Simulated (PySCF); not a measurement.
**Stretching EuB**

Set-up: basis Eu x2c-TZVPall, B x2c-TZVPall; spin-free X2C with a Gaussian nucleus; PySCF 2.14. Energies in eV from Eu (4f7 6s2) + B in their ground configurations at the same level. State: 2S+1 = 11, about 7.0 electrons in the 4f shell (Mulliken).

All columns are B97-3. A positive dipole means Eu(−)B(+).

```tsv
R (Å)	E (eV)	μ (D)	Mulliken charge on Eu (basis-dependent)	HOMO (eV)	LUMO (eV)	Mayer bond order	⟨S²⟩
2.049	-0.323	-4.78	0.52	-3.64	-1.86	1.87	30.01
2.145	-0.641	-4.83	0.52	-3.80	-2.02	1.79	30.01
2.240	-0.831	-5.09	0.53	-3.90	-2.02	1.72	30.01
2.312	-0.907	-5.27	0.53	-3.96	-2.00	1.67	30.01
2.383	-0.937	-5.42	0.53	-4.01	-1.98	1.63	30.01
2.454	-0.929	-5.56	0.53	-4.07	-1.94	1.58	30.01
2.550	-0.874	-5.70	0.52	-4.05	-1.91	1.52	30.01
2.669	-0.753	-5.88	0.51	-3.97	-1.90	1.44	30.01
2.812	-0.562	-6.10	0.50	-3.89	-1.94	1.33	30.01
3.003	-0.272	-6.46	0.49	-3.77	-2.04	1.20	30.01
```

A fit through these points gives, at Re = 2.402 Å, μ = -5.46 D and dμ/dR = -1.92 D/Å; the reduced mass is 10.27 u.

Problem. How strong is the fundamental in the double-harmonic approximation, I = 42.26·(dμ/dR)²/μred km/mol?

Solution. I = 42.26·(-1.92)²/10.27 = 15.2 km/mol at B97-3.

These are scalar-relativistic numbers at best; spin–orbit coupling would shift them, the dissociation energy most. The state is the lowest single determinant that the PBE0 search found; with open d or f shells the true ground state can be another one.
